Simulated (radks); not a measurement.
Polarisabilities and homonuclear dispersion coefficients (atomic units). All-electron calculation, scalar-relativistic Kohn-Sham, LB94 model potential, spin-unpolarised, spherical densities, finite nucleus; Fermi nuclear charge, rms radius of each element as measured or else 0.836 A^(1/3) + 0.57 fm. Program: a radial shooting solver on a logarithmic mesh with Libxc functionals. Response by self-consistent Sternheimer equations with the Hartree and adiabatic LDA kernel, the relativistic mass of each level held fixed and spin-orbit coupling left out. "Uncoupled" leaves out the induced potential. Quadrupole and octupole values are given only where no p, d or f shell is open.

species      configuration  alpha1 (bohr^3)  alpha1, uncoupled  alpha2 (bohr^5)  alpha3 (bohr^7)      C6     C8  recommended alpha1
Se       [Ar] 3d10 4s2 4p4            24.77              37.21                -                -   200.1      -          28.9 +/- 1
Se+      [Ar] 3d10 4s2 4p3            13.74              21.17                -                -   82.99      -                   -
Se2+     [Ar] 3d10 4s2 4p2            8.668              13.76                -                -   39.43      -                   -
Se3+     [Ar] 3d10 4s2 4p1            5.920              9.688                -                -   20.16      -                   -
Se4+         [Ar] 3d10 4s2            4.320              7.219            6.951            20.93   10.86  111.8                   -
Se5+         [Ar] 3d10 4s1            2.479              3.362            2.922            7.379   3.983  30.76                   -
Se6+             [Ar] 3d10           0.3882             0.4578           0.3654           0.4992  0.5724  2.490                   -

Recommended values: Schwerdtfeger and Nagle, table of static dipole polarisabilities (2023 update), measured or computed.

Beside tabulated values, note that spin-unpolarised runs miss the spin-polarisation part of the exchange energy of open shells.
